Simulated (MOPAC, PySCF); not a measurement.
H2Cl2GaN, SMILES `[NH2][Ga]([Cl])[Cl]`, neutral singlet in the gas phase. 

Cartesian coordinates (Å):
```xyz
6

N     -1.1166    -0.0024     0.1723
Ga     0.6925     0.0007     0.0016
Cl     1.7820    -1.8436    -0.0078
Cl     1.7812     1.8446    -0.0114
H     -1.6279    -0.8468    -0.0690
H     -1.6343     0.8378    -0.0695
```
Charge 0, multiplicity 1.

All levels are single points at this geometry (PBE-D3(BJ)/def2-TZVP); Pople sets use spherical d functions. Orbital energies aren't observables, and empty levels follow the basis.

B3LYP/3-21G in PySCF gives gap (eV) = 5.93.

Q: Estimate the gap (eV) from each of these levels: PBE-D3(BJ)/def2-TZVP in PySCF; B3LYP/6-31G* in PySCF; B3LYP/LANL2DZ in PySCF; M06-2X/6-31G* in PySCF; PBE/6-31G* in PySCF; HF/6-31G* in PySCF; HF/STO-3G in PySCF; PM7 in MOPAC.

A: 
```json
[
 {"level": "PBE-D3(BJ)/def2-TZVP in PySCF", "gap (eV)": "4.58"},
 {"level": "B3LYP/6-31G* in PySCF", "gap (eV)": "6.12"},
 {"level": "B3LYP/LANL2DZ in PySCF", "gap (eV)": "6.27"},
 {"level": "M06-2X/6-31G* in PySCF", "gap (eV)": "8.92"},
 {"level": "PBE/6-31G* in PySCF", "gap (eV)": "4.36"},
 {"level": "HF/6-31G* in PySCF", "gap (eV)": "13.35"},
 {"level": "HF/STO-3G in PySCF", "gap (eV)": "13.89"},
 {"level": "PM7 in MOPAC", "gap (eV)": "9.91"}
]
```
